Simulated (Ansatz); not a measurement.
`[Cl][GeH]([Cl])[Cl]`. Total charge 0; spin multiplicity 1.

| atom | x (Å) | y (Å) | z (Å) |
| --- | --- | --- | --- |
| Cl1 | 1.5071 | 1.3472 | 0.4949 |
| Ge2 | 0.0202 | -0.0362 | -0.1346 |
| Cl3 | 0.1217 | -1.7509 | 1.1185 |
| Cl4 | -1.8885 | 0.8673 | 0.1130 |
| H5 | 0.2395 | -0.4275 | -1.5918 |

Q: What are the harmonic wavenumbers in cm⁻¹ at PBE0-D4/def2-TZVP (Ansatz, finite differences of forces, unscaled)? (Estimate.)

A: Computed: 142, 142, 180, 421, 453, 453, 704, 704, 2216.

Q: Is this a minimum?

A: Yes, all 9 modes are real.

Q: Give the ideal-gas thermochemistry at 298.15 K and 1 bar (rigid rotor, harmonic oscillator; point group C3v, symmetry number 3).

A: Zero-point energy 32.4 kJ/mol; H(298) − E = 50.0 kJ/mol; entropy 329.5 J/(mol·K), of which translation 173.6, rotation 110.0, vibration 45.8; G(298) − E = -48.2 kJ/mol.

Q: And at 400, 500, 600, 800 and 1000 K?

A: 
| T (K) | H − E (kJ/mol) | S (J/mol/K) | G − E (kJ/mol) |
| --- | --- | --- | --- |
| 400 | 58.7 | 354.4 | -83.1 |
| 500 | 67.7 | 374.5 | -119.5 |
| 600 | 77.1 | 391.6 | -157.9 |
| 800 | 96.5 | 419.5 | -239.1 |
| 1000 | 116.5 | 441.8 | -325.3 |
